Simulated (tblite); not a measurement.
CH12Ge2N2Si.
Numbering: `[NH2:1][GeH2:2][CH2:3][N:4]([SiH3:5])[GeH3:6]` (hydrogens: H7, H8 on N1; H9, H10 on Ge2; H11, H12 on C3; H13, H14, H15 on Si5; H16, H17, H18 on Ge6)

Computed with GFN2-xTB (tblite), gas phase: L-BFGS steps from a force-field or distance-geometry start until the largest atomic force falls under 0.01 eV/Å.

Step 51: E = -535.8797 eV
```
atom  x, y, z in Å  |  force x, y, z in eV/Å
N1      3.2515    0.1809    0.2015    0.002   0.010   0.006
Ge2     1.7623   -0.8560    0.0249    0.121   0.130   0.027
C3      0.2956    0.2982    0.7105   -0.029  -0.061  -0.014
N4     -0.9637    0.2103   -0.0033   -0.001   0.032  -0.022
Si5    -1.7570   -1.3149   -0.1822    0.045  -0.011  -0.010
Ge6    -1.9716    1.7304   -0.1185   -0.091  -0.010   0.003
H7      3.4029    0.6165    1.1014    0.014  -0.030  -0.024
H8      4.1319   -0.1934   -0.1237   -0.035  -0.012   0.037
H9      1.8787   -2.1804    0.7630   -0.010  -0.034   0.040
H10     1.7335   -1.1776   -1.4398   -0.049   0.007  -0.040
H11     0.6739    1.3260    0.6501   -0.045  -0.029  -0.015
H12     0.1609    0.0817    1.7803    0.014  -0.021   0.011
H13    -2.5926   -1.6568    0.9790   -0.028  -0.004   0.060
H14    -2.5948   -1.1771   -1.3733   -0.002   0.002  -0.003
H15    -0.7030   -2.3223   -0.3195   -0.016   0.004  -0.041
H16    -1.0109    2.8754   -0.0462    0.036   0.047  -0.024
H17    -2.7271    1.6983   -1.4107    0.030  -0.016   0.015
H18    -2.9794    1.8672    1.0004    0.044  -0.002  -0.006
```

Step 52: E = -535.8816 eV
```
atom  x, y, z in Å  |  force x, y, z in eV/Å
N1      3.2581    0.1797    0.2004    0.024   0.014   0.011
Ge2     1.7637   -0.8485    0.0290    0.095   0.082   0.015
C3      0.2907    0.2966    0.7132   -0.022  -0.037  -0.016
N4     -0.9626    0.2090   -0.0113   -0.007   0.031  -0.033
Si5    -1.7542   -1.3182   -0.1834    0.012  -0.004   0.011
Ge6    -1.9689    1.7312   -0.1226   -0.064  -0.001   0.010
H7      3.4111    0.6204    1.0974    0.023  -0.028  -0.022
H8      4.1361   -0.2052   -0.1213   -0.059   0.005   0.049
H9      1.8727   -2.1772    0.7606    0.002  -0.033   0.042
H10     1.7308   -1.1640   -1.4363   -0.051   0.000  -0.050
H11     0.6665    1.3251    0.6564   -0.040  -0.014   0.003
H12     0.1447    0.0773    1.7808    0.035  -0.019   0.010
H13    -2.5885   -1.6555    0.9822   -0.003  -0.005   0.046
H14    -2.6027   -1.1853   -1.3668    0.002   0.008  -0.018
H15    -0.6986   -2.3227   -0.3242   -0.018   0.000  -0.038
H16    -1.0071    2.8787   -0.0530    0.014   0.014  -0.023
H17    -2.7313    1.7030   -1.4094    0.025  -0.020  -0.002
H18    -2.9694    1.8621    1.0021    0.034   0.009   0.006
```

Step 53: E = -535.8828 eV
```
atom  x, y, z in Å  |  force x, y, z in eV/Å
N1      3.2587    0.1823    0.2007    0.068   0.039   0.050
Ge2     1.7666   -0.8444    0.0278    0.038   0.013  -0.001
C3      0.2880    0.2915    0.7133   -0.012  -0.003  -0.014
N4     -0.9624    0.2073   -0.0161   -0.016   0.017  -0.037
Si5    -1.7539   -1.3209   -0.1829   -0.025   0.007   0.026
Ge6    -1.9650    1.7331   -0.1249   -0.016   0.011   0.011
H7      3.4034    0.6309    1.0964    0.027  -0.047  -0.060
H8      4.1391   -0.2077   -0.1095   -0.076   0.020   0.057
H9      1.8708   -2.1781    0.7551    0.013  -0.016   0.034
H10     1.7290   -1.1582   -1.4391   -0.044   0.005  -0.036
H11     0.6627    1.3205    0.6602   -0.036  -0.003   0.015
H12     0.1377    0.0693    1.7798    0.042  -0.021   0.003
H13    -2.5852   -1.6559    0.9879    0.022  -0.003   0.025
H14    -2.6124   -1.1921   -1.3598    0.010   0.013  -0.018
H15    -0.6976   -2.3233   -0.3304   -0.017  -0.005  -0.033
H16    -0.9989    2.8814   -0.0623   -0.013  -0.025  -0.023
H17    -2.7327    1.7050   -1.4072    0.015  -0.020  -0.016
H18    -2.9569    1.8657    1.0052    0.021   0.017   0.018
```

Step 54: E = -535.8837 eV
```
atom  x, y, z in Å  |  force x, y, z in eV/Å
N1      3.2602    0.1845    0.2008    0.039   0.028   0.008
Ge2     1.7694   -0.8414    0.0271   -0.020  -0.035  -0.013
C3      0.2867    0.2891    0.7130   -0.006   0.018  -0.008
N4     -0.9631    0.2072   -0.0182   -0.006   0.003  -0.028
Si5    -1.7535   -1.3222   -0.1826   -0.038   0.015   0.024
Ge6    -1.9639    1.7347   -0.1252    0.023   0.010   0.003
H7      3.4008    0.6322    1.0957    0.040  -0.011   0.000
H8      4.1399   -0.2087   -0.1041   -0.036   0.009   0.041
H9      1.8694   -2.1771    0.7551    0.021   0.001   0.022
H10     1.7239   -1.1561   -1.4406   -0.030   0.010  -0.018
H11     0.6600    1.3185    0.6619   -0.031   0.007   0.020
H12     0.1361    0.0653    1.7796    0.038  -0.021  -0.009
H13    -2.5836   -1.6554    0.9904    0.033  -0.004   0.017
H14    -2.6155   -1.1968   -1.3575    0.011   0.018  -0.018
H15    -0.6968   -2.3231   -0.3352   -0.017  -0.006  -0.027
H16    -0.9971    2.8847   -0.0666   -0.025  -0.046  -0.021
H17    -2.7311    1.7045   -1.4066    0.001  -0.018  -0.025
H18    -2.9506    1.8665    1.0071    0.003   0.022   0.032
```

Question: Estimate the geometry and energy of step 55. (The exact step hangs on the optimiser's Hessian estimate; all steps are aligned on step 54, rigid shifts and turns removed.)

Answer: E = -535.8845 eV, largest force 0.084 eV/Å
```
atom  x, y, z in Å  |  force x, y, z in eV/Å
N1      3.2555    0.1903    0.2032    0.050   0.041   0.039
Ge2     1.7719   -0.8435    0.0210   -0.056  -0.059  -0.021
C3      0.2858    0.2817    0.7103    0.002   0.031  -0.001
N4     -0.9647    0.2050   -0.0204    0.000  -0.012  -0.013
Si5    -1.7573   -1.3241   -0.1802   -0.042   0.018   0.013
Ge6    -1.9589    1.7375   -0.1262    0.044   0.009  -0.002
H7      3.3790    0.6492    1.0963    0.041  -0.034  -0.039
H8      4.1419   -0.2017   -0.0834   -0.036   0.013   0.042
H9      1.8730   -2.1829    0.7466    0.026   0.024   0.009
H10     1.7254   -1.1559   -1.4493   -0.019   0.017   0.010
H11     0.6592    1.3113    0.6638   -0.027   0.012   0.018
H12     0.1378    0.0543    1.7769    0.028  -0.025  -0.022
H13    -2.5796   -1.6579    0.9989    0.039  -0.002   0.007
H14    -2.6260   -1.2000   -1.3511    0.017   0.021  -0.004
H15    -0.7003   -2.3239   -0.3420   -0.021  -0.004  -0.022
H16    -0.9848    2.8833   -0.0785   -0.035  -0.057  -0.020
H17    -2.7305    1.7044   -1.4046   -0.007  -0.016  -0.023
H18    -2.9363    1.8792    1.0127   -0.002   0.023   0.030
```

The energy changes by -0.0008 eV. The first-order estimate −F·Δx gives -0.0012 eV and the mean of the old and new forces, exact on a quadratic surface, -0.0008 eV. The step makes an angle of 82° with the force vector and moves no atom by more than 0.028 Å.

What follows is the cost of the whole relaxation. On Arm Neoverse N1, one thread, no GPU, shared host with 64 logical CPUs at a one-minute load of 61, this took 2.9 s.
